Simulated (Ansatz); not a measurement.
Reactions of `OC([SiH3])O[SiH3]`.

Computed with Ansatz on PBE0-D4/def2-TZVP structures; ΔE is electronic, products minus reactants. CCSD(T)/CBS is the MP2 limit (def2-TZVPP, def2-QZVPP) plus CCSD(T) − MP2 in def2-TZVPP, frozen cores. This one scheme is used for every species, atoms too. Functionals use def2-TZVPP. B3LYP here is the variant with VWN-RPA as its local correlation; programs differ in this. Open shells (•) are unrestricted, without spin–orbit coupling. Spin–orbit coupling would lower the free atoms: a little for C, O, Si. Each species was taken in one conformer, which may not be the lowest.

```csv
reaction,B3LYP-D4 (kJ/mol),PBE-D4 (kJ/mol)
`OC([SiH3])O[SiH3]` + `NC(O)(F)F` → `NC(F)(F)O[SiH3]` + `OC(O)[SiH3]`,0,0
`OC([SiH3])O[SiH3]` + `[SiH3]P` → `[SiH3]P[SiH3]` + `OCO[SiH3]`,-45,-51
`OC([SiH3])O[SiH3]` + `[CH3][Al]([OH])[OH]` → `[CH3][Al]([OH])[O][SiH3]` + `OC(O)[SiH3]`,-27,-24
`OC([SiH3])O[SiH3]` + H₂ → `OCO[SiH3]` + SiH₄,-41,-34
`OC([SiH3])O[SiH3]` → C• + 8 H• + 2 O• + 2 Si•,4401,4430
`OC([SiH3])O[SiH3]` → `O[SiH2]C(O)[SiH3]`,-49,-53
`OC([SiH3])O[SiH3]` + `OBCO` → `OCBO[SiH3]` + `OCO[SiH3]`,-94,-75
```

Give the CCSD(T)/CBS values in the same order. (Estimate.)

The calculation gave: -1, -49, -27, -41, 4421, -57, -96 kJ/mol.

Largest T1 diagnostic: 0.013, for `[SiH3]P[SiH3]`.
